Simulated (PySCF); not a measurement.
**C₆ coefficients of unlike pairs at PBE**

Calculated with PySCF 2.14 from the dipole response of each species, C₆(A,B) = (3/π) ∫ α_A(iu) α_B(iu) du, in atomic units, from isotropic polarisabilities. For ions this is the dispersion term alone; charge-induced terms of lower order in 1/R come first.

```json
{"species": "Mo(3+)", "configuration": "[Kr] 4d3 (4F)", "basis": "aug-cc-pwCVTZ-PP with ECP28MDF (8s8p7d4f3g)", "relativity": "core potential", "α (bohr³)": "5.952", "C₆ (like pair)": "26.47"}
{"species": "Cl+", "configuration": "[Ne] 3s2 3p4 (3P)", "basis": "aug-cc-pCVTZ-DK with one added diffuse shell each of s, p, d, f type (9s8p6d4f)", "relativity": "spin-free X2C", "α (bohr³)": "8.823", "C₆ (like pair)": "41.92"}
{"species": "In+", "configuration": "[Kr] 4d10 5s2 (1S)", "basis": "def2-QZVPPD with the def2 core potential (28 electrons) (8s6p5d4f1g)", "relativity": "core potential", "α (bohr³)": "23.48", "C₆ (like pair)": "161.3"}
{"species": "Cl", "configuration": "[Ne] 3s2 3p5 (2P)", "basis": "dyall-av3z (19s12p3d2f)", "relativity": "none", "α (bohr³)": "15.17", "C₆ (like pair)": "97.40"}
```

(1) Estimate C₆ for Cl with Cl+.

No spin-orbit coupling is included.

The other pairs:

```tsv
pair	C₆
In+, Mo(3+)	60.96
In+, Cl+	80.07
Cl, Mo(3+)	48.52
Cl, In+	123.9
Cl+, Mo(3+)	32.61
```

Answers

(1) The integral gives 63.53. The combination rule 2 C_A C_B / (C_A α_B/α_A + C_B α_A/α_B) gives 63.43 and the geometric mean 63.89.
